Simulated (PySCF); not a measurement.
CHO2, doublet (typed; the unrestricted solution is spin-contaminated), at a GFN2-xTB geometry, with bond 1-2 at 3.0 times its length; PBE/cc-pVDZ (PySCF).

The PySCF input:
```python
from pyscf import gto, scf, dft

mol = gto.Mole()
mol.atom = '''
    O     2.351424   -2.565899   -0.555177
    C     0.272153    0.258955    0.168123
    O    -0.979298    0.513219   -0.000943
    H    -1.520474   -0.198179   -0.417378
'''
mol.basis = 'cc-pvdz'
mol.charge = 0
mol.spin = 1
mol.verbose = 4
mol.build()

mf = dft.UKS(mol)
mf.xc = 'pbe'
mf.kernel()
mo_i, mo_e, stable_i, stable_e = mf.stability(internal=True, external=False, return_status=True, nroots=6, tol=1e-6)
print('internally stable:', stable_i, ' externally stable:', stable_e)
if not stable_i:
    umf = mf.copy()
    umf.scf_summary = {}
    umf.kernel(umf.make_rdm1(mo_i, mf.mo_occ))
mf.analyze()
```

What the program printed (banner, timings and long lists left out):

```
PySCF version 2.14.0

[INPUT] verbose = 4
[INPUT] num. atoms = 4
[INPUT] num. electrons = 23
[INPUT] charge = 0
[INPUT] spin (= nelec alpha-beta = 2S) = 1
[INPUT] symmetry False subgroup None
[INPUT] Mole.unit = angstrom
[INPUT] Symbol           X                Y                Z      unit          X                Y                Z       unit  Magmom
[INPUT]  1 O      2.351424000000  -2.565899000000  -0.555177000000 AA    4.443547362729  -4.848846373295  -1.049132480658 Bohr   0.0
[INPUT]  2 C      0.272153000000   0.258955000000   0.168123000000 AA    0.514294633979   0.489354028587   0.317706425240 Bohr   0.0
[INPUT]  3 O     -0.979298000000   0.513219000000  -0.000943000000 AA   -1.850605014334   0.969843351923  -0.001782011735 Bohr   0.0
[INPUT]  4 H     -1.520474000000  -0.198179000000  -0.417378000000 AA   -2.873279439522  -0.374504033640  -0.788730110419 Bohr   0.0

nuclear repulsion = 41.0838494482017
number of shells = 18
number of NR pGTOs = 85
number of NR cGTOs = 47
basis = cc-pvdz
ecp = {}

******** <class 'pyscf.dft.uks.UKS'> ********
method = UKS
initial guess = minao
damping factor = 0
level_shift factor = 0
DIIS = <class 'pyscf.scf.diis.CDIIS'>
diis_start_cycle = 1
diis_space = 8
diis_damp = 0
SCF conv_tol = 1e-09
SCF conv_tol_grad = None
SCF max_cycles = 50
direct_scf = True
direct_scf_tol = 1e-13
number electrons alpha = 12  beta = 11
XC library pyscf.dft.libxc version 7.1.2
    S. Lehtola, C. Steigemann, M. J. T. Oliveira, and M. A. L. Marques,  SoftwareX 7, 1–5 (2018)
XC functionals = pbe
    J. P. Perdew, K. Burke, and M. Ernzerhof,  Phys. Rev. Lett. 77, 3865 (1996)
    J. P. Perdew, K. Burke, and M. Ernzerhof,  Phys. Rev. Lett. 78, 1396 (1997)
    J. P. Perdew, K. Burke, and M. Ernzerhof,  Phys. Rev. Lett. 77, 3865 (1996)
    J. P. Perdew, K. Burke, and M. Ernzerhof,  Phys. Rev. Lett. 78, 1396 (1997)
radial grids:
    Treutler-Ahlrichs [JCP 102, 346 (1995); DOI:10.1063/1.469408] (M4) radial grids

becke partition: Becke, JCP 88, 2547 (1988); DOI:10.1063/1.454033
pruning grids: <function nwchem_prune>
grids dens level: 3
symmetrized grids: False
atomic radii adjust function: <function treutler_atomic_radii_adjust>
small_rho_cutoff = 0
Set gradient conv threshold to 3.16228e-05
tot grids = 52096
init E= -188.723291686811

cycle= 1 E= -188.133483928831  delta_E= 0.59  |g|= 0.809  |ddm|= 1.35
cycle= 2 E= -179.389199654532  delta_E= 8.74  |g|= 2.22  |ddm|= 3.25
cycle= 3 E= -188.185082422155  delta_E= -8.8  |g|= 0.802  |ddm|= 3.23
cycle= 4 E= -183.675342404819  delta_E= 4.51  |g|= 1.56  |ddm|= 2.27
cycle= 5 E= -188.317792340503  delta_E= -4.64  |g|= 0.519  |ddm|= 2.18
cycle= 6 E= -183.923098219806  delta_E= 4.39  |g|= 1.69  |ddm|= 2.16
cycle= 7 E= -183.88791044561  delta_E= 0.0352  |g|= 1.67  |ddm|= 0.0259
cycle= 8 E= -183.896159833466  delta_E= -0.00825  |g|= 1.68  |ddm|= 0.0154
cycle= 9 E= -183.965750676348  delta_E= -0.0696  |g|= 1.72  |ddm|= 0.0476
cycle= 10 E= -186.575278708602  delta_E= -2.61  |g|= 1.26  |ddm|= 1.09
cycle= 11 E= -186.286878293929  delta_E= 0.288  |g|= 1.15  |ddm|= 0.36
cycle= 12 E= -188.586168490489  delta_E= -2.3  |g|= 0.389  |ddm|=  1.6
cycle= 13 E= -188.003895206927  delta_E= 0.582  |g|= 0.665  |ddm|= 1.15

cycle= 14 E= -188.149229057127  delta_E= -0.145  |g|= 0.799  |ddm|= 1.57
cycle= 15 E= -188.651928924339  delta_E= -0.503  |g|= 0.063  |ddm|=  1.1
cycle= 16 E= -188.652811442089  delta_E= -0.000883  |g|= 0.0347  |ddm|= 0.108
cycle= 17 E= -188.65391210757  delta_E= -0.0011  |g|= 0.00867  |ddm|= 0.0786
cycle= 18 E= -188.653466667392  delta_E= 0.000445  |g|= 0.0223  |ddm|= 0.048
cycle= 19 E= -188.653637377995  delta_E= -0.000171  |g|= 0.0178  |ddm|= 0.00935
cycle= 20 E= -188.65381020528  delta_E= -0.000173  |g|= 0.0124  |ddm|= 0.0143
cycle= 21 E= -188.653981555379  delta_E= -0.000171  |g|= 0.00268  |ddm|= 0.0415
cycle= 22 E= -188.653990262732  delta_E= -8.71e-06  |g|= 0.00153  |ddm|= 0.00697
cycle= 23 E= -188.653997100928  delta_E= -6.84e-06  |g|= 0.00235  |ddm|= 0.0195
cycle= 24 E= -188.654022386305  delta_E= -2.53e-05  |g|= 0.00163  |ddm|= 0.0649
cycle= 25 E= -188.654022186714  delta_E= 2e-07  |g|= 0.00165  |ddm|= 0.00141
cycle= 26 E= -188.654026211602  delta_E= -4.02e-06  |g|= 0.00145  |ddm|= 0.0311
cycle= 27 E= -188.654028079842  delta_E= -1.87e-06  |g|= 0.000488  |ddm|= 0.0183
cycle= 28 E= -188.654027452365  delta_E= 6.27e-07  |g|= 0.00103  |ddm|= 0.0112
cycle= 29 E= -188.654028707094  delta_E= -1.25e-06  |g|= 5.22e-05  |ddm|= 0.00257
cycle= 30 E= -188.654028712011  delta_E= -4.92e-09  |g|= 1.79e-05  |ddm|= 0.000677
cycle= 31 E= -188.654028712234  delta_E= -2.23e-10  |g|= 1.52e-05  |ddm|= 0.000292
Extra cycle  E= -188.65402868192  delta_E= 3.03e-08  |g|= 0.000174  |ddm|= 0.000433
SCF not converged.
SCF energy = -188.65402868192 after 50 cycles  <S^2> = 1.5805736  2S+1 = 2.7059738
uhf_internal: lowest eigs of H = [1.08243892e-05 5.11930550e-03 3.10535800e-02 7.58342884e-02
 1.18692081e-01 2.20486097e-01]
<class 'pyscf.dft.uks.UKS'> wavefunction is stable in the internal stability analysis
internally stable: True  externally stable: None
**** SCF Summaries ****
Total Energy =                        -188.654028681920153
Nuclear Repulsion Energy =              41.083849448201683
One-electron Energy =                 -339.401453106668782
Two-electron Energy =                  109.663574976546968
Two-electron Coulomb Energy =          132.171288575834211
DFT Exchange-Correlation Energy =      -22.507713599287246
**** MO energy ****
                             alpha | beta                alpha | beta
MO #1   energy= -18.9023921093277  | -18.9029644583765  occ= 1 | 1
MO #2   energy= -18.8047780615326  | -18.7633248426846  occ= 1 | 1
MO #3   energy= -10.0082446944037  | -10.0198328488191  occ= 1 | 1
MO #4   energy= -1.06875400870784  | -1.07373107193605  occ= 1 | 1
MO #5   energy= -0.824264869175598 | -0.706533967055615 occ= 1 | 1
MO #6   energy= -0.646914178044461 | -0.661124030206866 occ= 1 | 1
MO #7   energy= -0.45529393248916  | -0.47207215766799  occ= 1 | 1
MO #8   energy= -0.422282420239484 | -0.424834996656715 occ= 1 | 1
MO #9   energy= -0.312476759575123 | -0.335071111927013 occ= 1 | 1
MO #10  energy= -0.302779525382602 | -0.182326887353377 occ= 1 | 1
MO #11  energy= -0.289912781247999 | -0.173388623616187 occ= 1 | 1
MO #12  energy= -0.224469617623768 | -0.155203342180156 occ= 1 | 0
MO #13  energy= -0.10882464885498  | -0.147760556645752 occ= 0 | 0
MO #14  energy= -0.099326324834109 | -0.123123783009172 occ= 0 | 0
MO #15  energy= -0.0123285989890323 | -0.0240544548612607 occ= 0 | 0
MO #16  energy= 0.215763041695457  | 0.202407223526876  occ= 0 | 0
MO #17  energy= 0.435793781990156  | 0.412579671354275  occ= 0 | 0
MO #18  energy= 0.443788851948209  | 0.42449733729017   occ= 0 | 0
MO #19  energy= 0.464249730883071  | 0.434582241099791  occ= 0 | 0
MO #20  energy= 0.474640955501307  | 0.453954413299041  occ= 0 | 0

To work with the spin densities directly, `use mulliken_meta_spin()` only printing them here.

 ** Mulliken spin pop alpha/beta on meta-lowdin orthogonal AOs **
 ** Mulliken Spin Density (per AO)  **
spin_pop of  0 O 1s       -0.00001
spin_pop of  0 O 2s       -0.00009
spin_pop of  0 O 3s       -0.00015
spin_pop of  0 O 2px       0.35097
spin_pop of  0 O 2py       0.64964
spin_pop of  0 O 2pz       0.84709
spin_pop of  0 O 3px      -0.00034
spin_pop of  0 O 3py      -0.00015
spin_pop of  0 O 3pz       0.00019
spin_pop of  0 O 3dxy      0.00009
spin_pop of  0 O 3dyz      0.00004
spin_pop of  0 O 3dz^2     0.00003
spin_pop of  0 O 3dxz      0.00007
spin_pop of  0 O 3dx2-y2    0.00002
spin_pop of  1 C 1s        0.00001
spin_pop of  1 C 2s       -0.01447
spin_pop of  1 C 3s       -0.00028
spin_pop of  1 C 2px       0.00042
spin_pop of  1 C 2py      -0.62224
spin_pop of  1 C 2pz      -0.13391
spin_pop of  1 C 3px      -0.00047
spin_pop of  1 C 3py      -0.00235
spin_pop of  1 C 3pz      -0.00067
spin_pop of  1 C 3dxy     -0.00050
spin_pop of  1 C 3dyz      0.00009
spin_pop of  1 C 3dz^2     0.00015
spin_pop of  1 C 3dxz     -0.00016
spin_pop of  1 C 3dx2-y2   -0.00063
spin_pop of  2 O 1s       -0.00000
spin_pop of  2 O 2s       -0.01509
spin_pop of  2 O 3s       -0.00097
spin_pop of  2 O 2px       0.00399
spin_pop of  2 O 2py      -0.01674
spin_pop of  2 O 2pz       0.01468
spin_pop of  2 O 3px      -0.00033
spin_pop of  2 O 3py      -0.00019
spin_pop of  2 O 3pz      -0.00005
spin_pop of  2 O 3dxy     -0.00029
spin_pop of  2 O 3dyz     -0.00000
spin_pop of  2 O 3dz^2     0.00002
spin_pop of  2 O 3dxz     -0.00012
spin_pop of  2 O 3dx2-y2    0.00005
spin_pop of  3 H 1s       -0.05720
spin_pop of  3 H 2s       -0.00017
spin_pop of  3 H 2px       0.00003
spin_pop of  3 H 2py       0.00003
spin_pop of  3 H 2pz       0.00001
 ** Mulliken Spin Density (per atom)  **
spin density of  0 O =      1.84740
spin density of  1 C =     -0.77502
spin density of  2 O =     -0.01507
spin density of  3 H =     -0.05731
 ** Mulliken pop alpha/beta on meta-lowdin orthogonal AOs **
 ** Mulliken pop       alpha | beta **
In total            12.00000 | 11.00000
 ** Mulliken atomic charges   ( Nelec_alpha | Nelec_beta ) **
charge of  0O =     -0.14916  (     4.99828      3.15088 )
charge of  1C =      0.02596  (     2.59951      3.37453 )
charge of  2O =     -0.21547  (     4.10020      4.11527 )
charge of  3H =      0.33867  (     0.30201      0.35932 )
Dipole moment(X, Y, Z, Debye): -4.20373,  1.04168, -0.48950
```

Convergence was not reached.
